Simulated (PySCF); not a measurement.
# Working out the ionisation energy of Ta

Ta [Xe] 4f14 5d3 6s2 (4F) → Ta⁺ [Xe] 4f14 5d3 6s1 (5F). Computed with PySCF 2.14 in def2-TZVPPD with the def2 core potential (60 electrons), with a scalar-relativistic core potential. Frozen: nothing. Energies in hartree (1 hartree = 27.21139 eV):

```json
{"part": "UHF", "Ta (lower)": "-56.292557", "Ta⁺ (upper)": "-56.082247"}
{"part": "CCSD correlation", "Ta (lower)": "-0.291808", "Ta⁺ (upper)": "-0.238649"}
{"part": "(T)", "Ta (lower)": "-0.011548", "Ta⁺ (upper)": "-0.005290"}
```

**Question.** What does Hartree-Fock give?

**Answer.** (-56.082247) − (-56.292557) = 0.210310 hartree = 5.723 eV.

**Question.** What do CCSD and CCSD(T) give?

**Answer.** The CCSD correlation energies differ by 0.053159 hartree = 1.447 eV and the triples by 0.006258 hartree = 0.170 eV, so CCSD gives 7.170 eV and CCSD(T) 7.340 eV.

Measured between the centres of the two terms (NIST): 7.573 eV, so CCSD(T) (valence and next inner shell) is off by -0.233 eV.

What remains against the reference includes basis incompleteness and higher excitations.
